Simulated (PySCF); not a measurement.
B3LYP has the VWN-RPA correlation part, as in Gaussian. Excitations are Tamm–Dancoff values on a coarser integration grid. The basis has no diffuse functions, so Rydberg states are missing or too high.

Z-matrix (Å, degrees):
```
C
O 1 1.3826
H 2 0.9680 1 107.25
O 1 1.3920 2 109.49 3 48.57
H 4 0.9649 1 107.81 2 -151.74
H 1 1.0958 2 105.63 3 169.34
O 1 1.4112 6 110.59 2 -122.64
H 7 0.9645 1 108.29 6 57.43
```
Charge 0, spin multiplicity 1.

Question: Give the HOMO–LUMO gap, LUMO, HOMO, total energy and S1 excitation (TDA) at the level B3LYP-D3(BJ)/def2-TZVP in PySCF 2.14.0.

Answer: 
The HOMO–LUMO gap comes out as 9.05 eV and the LUMO comes out as 0.63 eV. The HOMO comes out as -8.42 eV, the total energy is -266.3110 Ha and the S1 excitation (TDA) is 7.85 eV.
